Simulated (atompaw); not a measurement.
**u(r) = r·R(r): atom against pseudo-atom (silicon)**

Columns: radius, all-electron u(r) and pseudo u(r) of the 3p shell (level -4.17 eV) of silicon in the configuration [Ne] 3s2 3p2; LDA (PW92), non-relativistic, PAW (atompaw) scheme, atompaw 4.2.0.5.

```tsv
r (bohr)	all-electron	pseudo
0.088	0.0860	-0.0039
0.177	0.1972	-0.0157
0.265	0.2553	-0.0347
0.354	0.2596	-0.0608
0.442	0.2243	-0.0925
0.531	0.1635	-0.1296
0.619	0.0896	-0.1702
0.708	0.0090	-0.2139
0.796	-0.0714	-0.2586
0.885	-0.1498	-0.3040
0.973	-0.2225	-0.3482
1.062	-0.2898	-0.3910
1.150	-0.3496	-0.4306
1.238	-0.4027	-0.4670
1.327	-0.4494	-0.4999
1.415	-0.4891	-0.5283
1.504	-0.5230	-0.5527
1.592	-0.5507	-0.5728
1.681	-0.5732	-0.5890
1.769	-0.5906	-0.6013
1.858	-0.6037	-0.6103
1.946	-0.6126	-0.6163
2.035	-0.6180	-0.6197
2.123	-0.6201	-0.6207
2.212	-0.6195	-0.6196
2.300	-0.6164	-0.6164
```

Task: How many radial nodes do the two functions have?

Result: The all-electron 3p function has n − l − 1 = 1; the pseudo-wave has 0, since the states of the same l below it are removed with the core.

Task: Where does each function peak?

Result: Outermost all-electron maximum near 2.12 bohr, pseudo maximum near 2.12 bohr (to the table’s step).

Task: Is the pseudo-wave norm-conserving?

Result: No, it belongs to a PAW set: the norm inside the radius is not constrained, and the difference is carried by the augmentation charge.
